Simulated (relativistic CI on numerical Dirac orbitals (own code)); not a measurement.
**d5 in a ligand field**

Computed with a parametric ligand-field model of a d^n configuration (Racah B and C, spin-orbit zeta, crystal field), exact diagonalisation.

Field parameters in Wybourne normalisation: Oh B⁴₀ = 21Dq, B⁴₄ = √(5/14) B⁴₀; Td as Oh with Dq negative (B⁴₀ = 21Dq, B⁴₄ = √(5/14) B⁴₀). The field is a parameter set, without covalency.

Q: Lowest levels for B = 640, C = 2660, ζ = 4200 cm⁻¹, Td, 10Dq = -11100 cm⁻¹?

A: Γ8 0 (S 2.11), Γ7 391 (S 2.22), Γ8 7041 (S 1.40), Γ7 11195 (S 1.43), Γ6 12745 (S 1.46), Γ8 13136 (S 1.46), Γ7 15814 (S 1.27), Γ8 16622 (S 1.25), Γ6 16785 (S 1.33) cm⁻¹, with S from ⟨S²⟩ = S(S + 1). The ground level has 2.34 electrons in the cubic e pair; its S is far from a half-integer, so spin-orbit coupling mixes spin states.

Q: Lowest levels for B = 370, C = 1710, ζ = 600 cm⁻¹, Oh, 10Dq = 17900 cm⁻¹?

A: Γ7 0 (S 0.52), Γ8 1064 (S 0.51), Γ8 10353 (S 1.54), Γ7 10461 (S 1.54), Γ8 10722 (S 1.50), Γ6 10863 (S 1.50), Γ6 13350 (S 1.50), Γ8 13382 (S 1.50), Γ8 13525 (S 1.49) cm⁻¹, with S from ⟨S²⟩ = S(S + 1). The ground level has 0.05 electrons in the cubic e pair.

Q: Lowest levels for B = 590, C = 2220, ζ = 3500 cm⁻¹, Oh, 10Dq = 26450 cm⁻¹?

A: Γ7 0 (S 0.64), Γ8 6752 (S 0.62), Γ8 17680 (S 1.57), Γ7 19854 (S 1.66), Γ8 21364 (S 1.48), Γ6 22446 (S 1.48), Γ6 25409 (S 1.45), Γ8 25466 (S 1.34), Γ7 25612 (S 1.27) cm⁻¹, with S from ⟨S²⟩ = S(S + 1). The ground level has 0.17 electrons in the cubic e pair; its S is far from a half-integer, so spin-orbit coupling mixes spin states.

Q: Lowest levels for B = 960, C = 4470, ζ = 420 cm⁻¹, Td, 10Dq = -5100 cm⁻¹?

A: Γ7+Γ8 0 (S 2.50), Γ6 29272 (S 1.50), Γ8 29292 (S 1.50), Γ7 29342 (S 1.50), Γ8 29353 (S 1.50), Γ6 31302 (S 1.50), Γ8 31308 (S 1.50), Γ8 31395 (S 1.50), Γ7 31448 (S 1.50) cm⁻¹, with S from ⟨S²⟩ = S(S + 1). The ground level has 2.00 electrons in the cubic e pair.

Q: Lowest levels for B = 370, C = 1680, ζ = 80 cm⁻¹, Oh, 10Dq = 15300 cm⁻¹?

A: Γ7 0 (S 0.50), Γ8 138 (S 0.50), Γ8 7537 (S 1.51), Γ7 7539 (S 1.50), Γ8 7570 (S 1.50), Γ6 7585 (S 1.50), Γ7+Γ8 9287 (S 2.50), Γ6 10302 (S 1.50), Γ8 10303 (S 1.50) cm⁻¹, with S from ⟨S²⟩ = S(S + 1). The ground level has 0.04 electrons in the cubic e pair.
